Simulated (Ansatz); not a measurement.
Consider the substitution at a C–Sb bond: `[CH3][Sb]([CH3])[CH3]` + `[AlH2][SH]` → `C[S][AlH2]` + `[CH3][SbH][CH3]`.

Calculated with Ansatz (gas phase, PBE0-D4/def2-TZVP geometries, no zero-point term in ΔE). CBS: MP2 limit from def2 TZ/QZ plus the TZ coupled-cluster correction, frozen cores. This one scheme is used for every species. DFT in def2-TZVPP. HSE06 is defined as in plane-wave codes. def2 core potentials past Kr. For Sb outer-core shells are correlated without core-valence functions, which leaves a few kJ/mol of doubt a bond.

Task: Is it downhill or uphill in electronic energy at CCSD(T)/CBS, and by how much? (Estimate.)

Result: Ansatz gave: Uphill: ΔE = +49.2 kJ/mol.

Task: What do these levels give: PBE0-D4, HSE06-D4, CAM-B3LYP-D4, PBE-QIDH, MP2/def2-SVP, CCSD/def2-TZVPP? (Estimate.)

Result: Computed: PBE0-D4 39.8, HSE06-D4 39.8, CAM-B3LYP-D4 41.3, PBE-QIDH 43.5, MP2/def2-SVP 43.0, CCSD/def2-TZVPP 46.8 kJ/mol.

Largest T1 diagnostic among the species: 0.012.

At CCSD(T), def2-SVP lies −10.3 kJ/mol from the extrapolated value and def2-TZVPP −1.9 kJ/mol. Leaving LDA and LC-ωPBE aside and taking each functional with its dispersion term where it has one, the values, not all of them listed here, spread over 5.5 kJ/mol, from B97M-V to PBE-QIDH.
